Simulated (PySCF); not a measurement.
Static response to an electric field

Compound: C5H7O2P.
SMILES with atom numbers: `[CH3:1][O:2][c:3]1[o:4][cH:5][p:6][c:7]1[CH3:8]` (hydrogens: H9, H10, H11 on C1; H12 on C5; H13, H14, H15 on C8)

Cartesian coordinates in Å at the GFN2-xTB level; atoms count from 1:
```
atom  x, y, z in Å
C1     2.274    0.146   -0.793
O2     1.156   -0.551   -0.279
C3     0.058    0.186   -0.029
O4     0.109    1.507   -0.230
C5    -1.079    2.077    0.067
P6    -2.297    1.013    0.599
C7    -1.132   -0.313    0.415
C8    -1.377   -1.758    0.710
H9     2.624    0.905   -0.088
H10    3.046   -0.606   -0.942
H11    2.034    0.627   -1.746
H12   -1.114    3.142   -0.070
H13   -2.438   -1.984    0.638
H14   -0.824   -2.380    0.010
H15   -1.042   -2.003    1.718
```

Level: CAM-B3LYP/def2-SVPD (PySCF), static field, nuclei fixed, core orbitals frozen in the response. The polarisability tensor in these axes (au):

```
x   104.19  -2.88 -13.13
y    -2.88  95.75  -4.06
z   -13.13  -4.06  67.34
```

Task: Diagonalise the tensor; give its mean and Δα, where Δα² is half the sum of the squared differences of the eigenvalues.

Result: Principal values 62.46, 96.24 and 108.57 au; mean 89.09 au = 13.20 Å³ = 14.69 × 10⁻⁴⁰ C²·m²/J; Δα = 41.35 au (46 % of the mean).

Task: What is the dipole moment, and where does it point?

Result: (2.02, 0.11, -0.74) D, 2.15 D in size, pointing from the negative to the positive side. Measured along this direction, the outermost atoms are H13 at the negative end and H10 at the positive end.

Task: How large is μ²/3kT at 500 K beside α?

Result: In Gaussian units μ²/3kT = 22.37 Å³ against 13.20 Å³, a ratio of 1.69; the Debye molar polarisation (4π/3)N_A(α + μ²/3kT) is 89.7 cm³/mol, leaving out the vibrational part.

Task: Find the Langevin capture rate constant for NO+ (29.998 u) meeting this molecule (130.018 u), k = 2.342 × 10⁻⁹ cm³/s × √(α in Å³ / reduced mass in u).

Result: The reduced mass is 24.37 u, so k = 1.72 × 10⁻⁹ cm³/s. The formula leaves out the permanent dipole, which adds to the capture rate.

Task: What depolarisation ratio follows for Rayleigh scattering of linearly polarised light, taking the static tensor?

Result: ρ = 3Δα²/(45ᾱ² + 4Δα²) = 5128.9/(357188 + 6838.6) = 0.0141.

Task: Refractivity n − 1 of an ideal gas of it at 298.15 K and 1 atm, from the electronic α?

Result: N = p/kT = 2.4615 × 10¹⁹ cm⁻³, so n − 1 = 2π × N × 13.20 × 10⁻²⁴ cm³ = 2042 × 10⁻⁶ at long wavelengths.

Task: Traceless (Buckingham) quadrupole moment about the centre of nuclear charge: eigenvalues?

Result: -3.74, -1.18, 4.92 D·Å. The values depend on the origin, since the dipole doesn't vanish. The electronic extent ⟨r²⟩ about the same centre is 1130 bohr², a root-mean-square distance of 2.16 Å for the 68 electrons.

Geometry: GFN2-xTB, one conformer, isolated molecule.
